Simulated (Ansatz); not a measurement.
Calculated with Ansatz (gas phase, PBE0-D4/def2-TZVP geometries, no zero-point term in ΔE). CCSD(T)/CBS is the MP2 limit (def2-TZVPP, def2-QZVPP) plus CCSD(T) − MP2 in def2-TZVPP, frozen cores. This one scheme is used for every species. DFT in def2-TZVPP. B3LYP here is the variant with VWN-RPA as its local correlation; programs differ in this. One conformer a species, not always the lowest.

Consider the ligand exchange at a B–N bond: `B[NH][AlH][O]C` + `[NH2][AlH2]` → `B[NH][AlH2]` + `C[O][AlH][NH2]`.

`B[NH][AlH][O]C`:

Cartesian coordinates in Å:
```
B -1.804 -0.514 -0.704
N -1.553 0.604 0.059
Al 0.028 0.958 -0.764
O 1.472 0.438 -0.066
C 1.799 -0.401 0.998
H -0.925 -0.706 -1.565
H -2.705 -1.294 -0.653
H -2.151 0.912 0.806
H 0.132 1.915 -2.002
H 0.918 -0.731 1.564
H 2.471 0.115 1.693
H 2.319 -1.295 0.634
```

`[NH2][AlH2]`:

```xyz
6

N     0.304    0.879    0.123
Al   -0.268   -0.776   -0.109
H    -0.278    1.700    0.084
H     1.258    1.137    0.314
H    -1.809   -0.993   -0.401
H     0.793   -1.947   -0.011
```

`B[NH][AlH2]`:

Z-matrix (Å, degrees):
```
B
N 1 1.403
H 1 1.201 2 118.6
H 1 1.200 2 120.9 3 180.0
Al 2 1.803 1 124.4 3 -0.0
H 2 1.012 1 115.8 3 -180.0
H 5 1.577 2 118.3 1 0.1
H 5 1.583 2 117.1 1 -179.8
```

`C[O][AlH][NH2]`:

Z-matrix (Å, degrees):
```
C
O 1 1.395
H 1 1.096 2 110.3
H 1 1.098 2 112.7 3 120.6
H 1 1.096 2 110.3 3 -118.9
Al 2 1.687 1 134.7 3 -120.0
N 6 1.761 2 117.3 1 179.8
H 6 1.579 2 121.5 1 -0.3
H 7 1.007 6 125.2 2 -0.0
H 7 1.006 6 124.2 2 179.9
```

```csv
level,ΔE (kJ/mol),difference from CCSD(T)/CBS
PBE-D4,4.8,7.0
PBE0-D4,1.7,3.9
B3LYP-D4,-5.9,-3.7
ωB97X-V,-3.5,-1.3
ωB97M-V,-1.6,0.6
B2PLYP,-7.4,-5.2
r2SCAN,2.7,4.9
PBE0,-0.1,2.1
B3LYP,-8.8,-6.6
HF/def2-TZVPP,-22.6,-20.4
SCS-MP2/def2-TZVPP,-7.3,-5.1
CCSD/def2-TZVPP,-6.2,-4.0
CCSD(T)/def2-TZVPP,-3.0,-0.8
SCS-MP2/def2-QZVPP,-7.0,-4.8
HF/CBS(def2),-22.5,-20.3
MP2/CBS(def2),-3.5,-1.3
CCSD(T)/CBS,-2.2,0
```

Largest T1 diagnostic among the species: 0.013.

In def2-TZVPP, CCSD(T) changes the Hartree–Fock value by +19.6 kJ/mol (the triples alone add +3.2 kJ/mol) and MP2 by +18.4 kJ/mol.
